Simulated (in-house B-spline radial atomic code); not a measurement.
## Binding energies in Cl9+

NIST's tabulated ground configuration is [He] 2s2 2p4; each binding energy is the energy of the ion with one electron taken from that subshell, relaxed, less that of the parent. All numbers are computed (Dirac-Hartree-Fock, average of configuration; Fermi nucleus of rms radius 3.3654 fm) with an all-electron radial atomic-structure program (B-spline basis), not measured. Energies include first-order Breit, QED and recoil terms.

```csv
subshell,X-ray name,binding energy (eV),-ε (eV),relaxation (eV)
1s,K,3130.6,3148.5,15.1
2s,L1,517.9,519.7,1.6
2p,"L2,3",461.9,464.1,2.1
```

Relaxation = -ε minus the binding energy without Breit, QED and recoil terms.

**Question.** What does it cost to remove two 2p electrons?

**Answer.** 985.39 eV, which is 61.68 eV more than the two single binding energies together.

**Question.** What does it cost to remove both a 2s and a 2p electron?

**Answer.** 1033.2 eV, which is 53.46 eV more than the two single binding energies together.

**Question.** What does it cost to remove two 2s electrons?

**Answer.** 1092.6 eV, which is 56.84 eV more than the two single binding energies together.
